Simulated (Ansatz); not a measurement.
This geometry of F$_{4}$H$_{3}$O$_{2}$Ta (10 atoms, charge 0, multiplicity 1) is a first-order saddle point.

Method: Ansatz, RKS B3LYP-D4/def2-SVP.

```xyz
10
Properties=species:S:1:pos:R:3
Ta -0.136 0.245 0.188
F 2.012 -0.334 0.258
O -0.339 -0.406 1.953
H -0.289 -0.919 2.764
F 0.339 0.903 -1.521
F -1.783 1.127 0.163
F -0.404 -1.458 -0.554
O 1.182 1.668 0.899
H 1.147 1.970 1.817
H 2.034 0.670 0.632
```

Which two structures does it join? (They come from a converged band through this point; their orientation in space is the band's.)

Bonds broken: O8–H10. Bonds formed: F2–H10.

First end point:

```xyz
10
Properties=species:S:1:pos:R:3
Ta 0.024 -0.139 0.184
F 1.819 -0.778 0.210
O -0.299 -0.847 1.902
H -0.323 -0.997 2.849
F 0.544 0.853 -1.367
F -1.271 1.232 0.459
F -0.901 -1.440 -0.789
O 1.210 1.561 1.202
H 0.821 2.434 1.030
H 2.137 1.588 0.918
```

Last end point:

```xyz
10
Properties=species:S:1:pos:R:3
Ta -0.170 0.314 0.220
F 2.086 -0.344 0.282
O -0.349 -0.355 1.988
H -0.277 -1.011 2.686
F 0.358 0.854 -1.518
F -1.853 1.115 0.138
F -0.334 -1.439 -0.460
O 1.073 1.725 0.886
H 1.031 2.029 1.804
H 2.197 0.579 0.571
```

How far does it lie above each of them?

23.5 kcal/mol above the first and 0.6 kcal/mol above the second. This is the barrier of this one path; another mechanism may lie lower. The orbitals stay closed-shell, which can raise the energy where a bond breaks towards radicals; this wasn't checked here.

Run time: 8.1 min on 4 threads of Arm Neoverse V2 (shared host), peak memory 0.38 GiB.
